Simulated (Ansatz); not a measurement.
Relaxation of Ti2O4⁻ with UKS PBE-D4/def2-SVPD.

```sh
$ ansatz run in.yaml --threads 4 --pin off --events-out ev --progress --plain --max-ram 4787MiB
```

```yaml
crystal:
  periodic: [false, false, false]
  atoms:
    - {symbol: Ti, position_ang: [-0.183660, 1.015730, 0.759820]}
    - {symbol: Ti, position_ang: [0.272480, -1.019300, -0.720600]}
    - {symbol: O, position_ang: [-0.842250, 2.279860, 1.507180]}
    - {symbol: O, position_ang: [0.698430, 0.772920, -0.842940]}
    - {symbol: O, position_ang: [0.223830, -2.244140, -1.763150]}
    - {symbol: O, position_ang: [-0.168840, -0.805070, 1.059690]}
basis:
  gaussian: {orbitals: def2-SVPD}
total_charge: -1
magnetization: {spin_polarized: true, initial_magnetization: 1}
hamiltonian: {xc: pbe, dispersion: d4}
scf: {lower_state_search: "off"}
output: {orbitals: {seedname: orbitals}}
relax: {f_tol: 0.02, max_steps: 100}
```

Hardware: 4 threads of Arm Neoverse V2 on a shared host. Wall time 25 s.

Positions (Å) and forces (eV/Å) at steps 1, 2, 3, 4, 5, 6, 7, 8 of 8:

```xyz
6
step=1 energy=-54396.3962 eV
Ti   -0.184    1.016    0.760    1.205   -1.419   -0.629
Ti    0.272   -1.019   -0.721    0.417    1.378    1.330
O    -0.842    2.280    1.507   -1.542    2.951    1.744
O     0.698    0.773   -0.843    0.601    1.062   -1.306
O     0.224   -2.244   -1.763   -0.096   -2.876   -2.433
O    -0.169   -0.805    1.060   -0.585   -1.096    1.294
6
step=2 energy=-54396.8238 eV
Ti   -0.138    1.044    0.804    0.698   -0.686   -0.252
Ti    0.323   -1.052   -0.725    0.303    0.650    0.675
O    -0.801    2.345    1.581   -0.572    0.964    0.540
O     0.603    0.802   -0.914   -0.110    0.137   -0.212
O     0.302   -2.319   -1.789   -0.076   -0.958   -0.828
O    -0.289   -0.821    1.043   -0.243   -0.106    0.078
6
step=3 energy=-54396.8192 eV rejected
Ti    0.026    1.072    0.902   -0.642   -0.614   -0.801
Ti    0.494   -1.099   -0.686   -0.743    0.724    0.262
O    -0.811    2.373    1.600    0.485   -0.840   -0.476
O     0.434    0.811   -0.975    0.064   -0.690    1.033
O     0.310   -2.354   -1.813    0.013    0.730    0.614
O    -0.454   -0.804    0.973    0.823    0.690   -0.632
6
step=4 energy=-54396.9380 eV
Ti   -0.053    1.048    0.846    0.216   -0.060    0.049
Ti    0.409   -1.066   -0.697    0.204    0.037    0.123
O    -0.844    2.347    1.563   -0.053   -0.096   -0.103
O     0.561    0.808   -0.932   -0.251   -0.194    0.219
O     0.260   -2.320   -1.808   -0.103    0.075    0.018
O    -0.333   -0.819    1.029   -0.013    0.238   -0.305
6
step=5 energy=-54396.9999 eV
Ti    0.005    1.052    0.876   -0.001    0.030    0.024
Ti    0.487   -1.079   -0.673    0.044   -0.049   -0.021
O    -0.912    2.318    1.508    0.124   -0.322   -0.211
O     0.564    0.792   -0.909   -0.137   -0.122    0.139
O     0.169   -2.279   -1.816   -0.039    0.321    0.251
O    -0.313   -0.804    1.014    0.009    0.143   -0.182
6
step=6 energy=-54397.0534 eV
Ti    0.064    1.044    0.896   -0.072    0.109    0.057
Ti    0.554   -1.080   -0.644   -0.012   -0.099   -0.093
O    -0.990    2.244    1.411    0.096   -0.185   -0.110
O     0.595    0.781   -0.883   -0.030   -0.047    0.038
O     0.050   -2.191   -1.797    0.006    0.190    0.162
O    -0.272   -0.797    1.017    0.012    0.031   -0.054
6
step=7 energy=-54397.0703 eV
Ti    0.100    1.041    0.910   -0.036    0.084    0.053
Ti    0.598   -1.084   -0.627   -0.004   -0.083   -0.067
O    -1.073    2.163    1.306    0.015   -0.017   -0.007
O     0.658    0.770   -0.853    0.009    0.006   -0.002
O    -0.078   -2.092   -1.773    0.010    0.014    0.016
O    -0.204   -0.798    1.036    0.005   -0.003    0.007
6
step=8 energy=-54397.0707 eV
Ti    0.100    1.044    0.913    0.004   -0.005   -0.002
Ti    0.598   -1.086   -0.629    0.003    0.004    0.003
O    -1.082    2.158    1.298   -0.004    0.003    0.000
O     0.666    0.769   -0.847    0.002    0.002   -0.003
O    -0.089   -2.088   -1.774   -0.003   -0.002   -0.003
O    -0.195   -0.797    1.039   -0.001   -0.002    0.004
```

The highest occupied level of the charge -1 doublet lies above zero (up to 0.00 eV). It is a level of α spin, whose loss leaves a singlet; that state wasn't run at this geometry and level. The electron is either unbound and held by the finite basis, or the level is raised by self-interaction error. The relaxation made no stability test and no search for a lower SCF solution. No other spin state of charge -1 was run. The structure comes from a short search, and lower isomers may exist.
